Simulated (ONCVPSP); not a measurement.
## titanium, ONCV: configuration errors across variants

```json
{
  "Element": "titanium",
  "Generator": "ONCVPSP 4.0.1",
  "Type": "optimised norm-conserving Vanderbilt (ONCV)",
  "Functional": "LDA (Perdew-Zunger)",
  "Relativity": "scalar-relativistic",
  "Frozen core": "[Ne]",
  "Valence charge": "12",
  "Reference configuration": "3s2 3p6 3d3 4s1",
  "Partial waves": "3s+4s: rc 1.55 bohr, ncon 3, nbas 7, qcut 9.1 1/bohr, 2 projectors; 3p: rc 1.60 bohr, ncon 4, nbas 9, qcut 9.4 1/bohr, 3 projectors, debl 1.8 Ha; 3d: rc 2.05 bohr, ncon 4, nbas 9, qcut 9.2 1/bohr, 2 projectors, debl 3.1 Ha",
  "Local potential": "polynomial inside 1.10 bohr (lpopt 5, dvloc0 3 Ha)",
  "Core correction": "Teter function, fcfact 3.75, rcfact 1.45"
}
```

All-electron excitation energies from the reference (eV): (1) 3s2 3p6 3d2 4s2 -1.059; (2) 3s2 3p6 3d2 4s1 6.476; (3) 3s2 3p6 3d3 4s0 6.499.

1 further variants failed, have other tests or another functional or relativity, and are left out.

Errors AE − PS in meV (a dash: test not solved or not reliable):

| change | (1) | (2) | (3) | bound ghosts | GHOST(+) flags above zero |
| --- | --- | --- | --- | --- | --- |
| base | +19 | +13 | +2.8 | none | none |
| d: debl 0.2 | +20 | +14 | +2.8 | none | none |
| local potential polynomial inside 1.10 bohr (lpopt 5, dvloc0 5.5 Ha) | +19 | +13 | +2.8 | none | none |
| s: qcut 5.6; p: qcut 5.7; d: qcut 5.6 | +51 | +37 | +7.3 | none | none |
| p: ncon 5, nbas 10 | +19 | +13 | +2.8 | none | none |
| p: nproj 2 | +19 | +13 | +2.8 | none | none |
| core correction none | +20 | +14 | +3.0 | none | none |

**Question.** Give the same row for: all radii but the core radius scaled by about 1.16 (s 1.80, p 1.86, d 2.38 bohr); local potential polynomial inside 1.28 bohr (lpopt 5, dvloc0 3 Ha).

**Answer.** +17, +11, +2.5; bound ghosts: none; GHOST(+) flags above zero: none.
